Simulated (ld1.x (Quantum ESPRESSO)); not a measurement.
# Ag (Z = 47): excitation energies, all-electron against TM

| Item | Value |
| --- | --- |
| Element | silver |
| Generator | ld1.x (Quantum ESPRESSO) 7.5 |
| Type | norm-conserving Troullier–Martins (Kleinman–Bylander form) |
| Functional | PBEsol |
| Relativity | scalar-relativistic |
| Frozen core | [Kr] |
| Valence charge | 11 |
| Reference configuration | 4d10 5s0.75 5p0.25 |
| Partial waves | 5p (bound): rc 3.65 bohr; 4d (bound): rc 1.70 bohr; 5s (bound): rc 2.15 bohr |
| Local potential | the s channel |
| Core correction | a·sin(br)/r model core inside 1.40 bohr |

Energies are relative to the spin-unpolarised reference configuration 4d10 5s0.75 5p0.25; without spin polarisation the order of configurations can differ from experiment. The frozen-core shift is the all-electron ΔE with the core orbitals held at their reference shape minus the fully relaxed ΔE.

| valence configuration | charge | ΔE all-electron (eV) | error AE − PS (meV) | frozen-core shift (meV) |
| --- | --- | --- | --- | --- |
| 4d10 5s1 5p0 | 0 | -0.947 | +0.1 | -0.2 |
| 4d10 5s0 5p0 | +1 | 6.798 | -11 | +3.0 |
| 4d9 5s0 5p0 | +2 | 28.912 | -138 | +52 |
| 4d10 5s0.5 5p0 | +0.5 | 2.073 | -1.8 | +0.8 |
| 4d7 5s0 5p0 | +4 | 116.788 | -1907 | +1011 |

Q: What are ΔE and the potential's error for 4d9 5s1 5p0?

A: ΔE = 12.217 eV all-electron; the error (AE − PS) is -124 meV.

Q: What are ΔE and the potential's error for 4d9 5s1 5p1?

A: ΔE = 7.660 eV all-electron; the error (AE − PS) is -139 meV.

Levels in the configuration 4d9 5s0 5p0:

```json
{"level": "4d", "all-electron (eV)": "-28.886", "pseudo (eV)": "-29.200"}
```

A variational frozen-core shift is positive and of second order in the change. This column holds negative values, so the frozen-core run of ld1.x carries numerical noise or an error of first order here, and the column gives no more than the rough size of the effect.
